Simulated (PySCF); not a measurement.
Work out the structure from these simulated measurements.

Formula: C5H9OP.

| Property | Result |
| --- | --- |
| UV, first state | lowest singlet excitation: 6.49 eV (191 nm, f = 0.017) [TDDFT PBE0/def2-SVPD] |
| Polarisability | 81.4 au [PBE0/def2-SVPD] |
| 1H NMR | chemical shifts (computed TMS as zero) by class: 7.45 (1 H), 5.59 (1 H), 2.62 (1 H), 2.44 (1 H), 2.41 (1 H), 2.13 (1 H), 1.82 (3 H) ppm [GIAO PBE0/pcSseg-1] |
| 13C NMR | chemical shifts (computed TMS as zero) by class: 143.4 (1 C), 126.2 (1 C), 38.1 (1 C), 35.6 (1 C), 23.9 (1 C) ppm [GIAO PBE0/pcSseg-1] |
| Rotational structure | rotational constants A, B, C: 5.054, 1.550, 1.259 GHz [GFN2-xTB] |
| UV, strongest line | among the 8 lowest singlet transitions: S4 at 6.93 eV (179 nm, f = 0.121) [TDDFT PBE0/def2-SVPD] |
| Dipole | 4.59 D [PBE0/def2-SVPD] |

Electronic properties: PySCF, gas phase, density fitting. Levels stand in brackets. Isolated species at its GFN2-xTB geometry (one conformer only). NMR values are class means; diastereotopic atoms form classes of their own.

Question: Give a SMILES that accounts for the data.

Answer: Numbering: `[CH3:1][C:2]1=[CH:3][CH2:4][P@@H:5](=[O:6])[CH2:7]1`. 5 carbons fall into 5 classes; from least to most shielded: fully substituted alkene carbon [C2] (143.4 ppm), alkene CH carbon [C3] (126.2 ppm), ring sp3 carbon bound to phosphorus [C7] (38.1 ppm), ring sp3 carbon bound to phosphorus [C4] (35.6 ppm), allylic carbon [C1] (23.9 ppm). Hydrogen classes from least to most shielded: 1 H on a phosphoryl phosphorus, P5 (7.45 ppm), 1 H on an alkene CH carbon, C3 (5.59 ppm), 1 H on an sp3 carbon bound to phosphorus, C4 (2.62 ppm), 1 H on an sp3 carbon bound to phosphorus, C7 (2.44 ppm), 1 H on an sp3 carbon bound to phosphorus, C4 (2.41 ppm), 1 H on an sp3 carbon bound to phosphorus, C7 (2.13 ppm), 3 H on an allylic carbon, C1 (1.82 ppm). The optimised geometry has point group C1 and is an asymmetric top. Structure: `CC1=CC[P@@H](=O)C1`. Computed isomers that give other values at the same levels: `C=C[P@@H](=O)/C=C\C` (13C chemical shifts (computed TMS as zero) by class: 149.7 (1 C), 143.5 (1 C), 139.9 (1 C), 135.7 (1 C), 21.2 (1 C) ppm); `C#CCP(C)(C)=O` (13C chemical shifts (computed TMS as zero) by class: 83.7 (1 C), 78.4 (1 C), 26.5 (1 C), 17.8 (2 C) ppm); `C/C=P\CC(C)=O` (13C chemical shifts (computed TMS as zero) by class: 209.0 (1 C), 206.0 (1 C), 47.8 (1 C), 33.1 (1 C), 20.2 (1 C) ppm). The assignments are read from this structure; whether some other isomer fits the data as well wasn't checked. The mirror image fits equally.
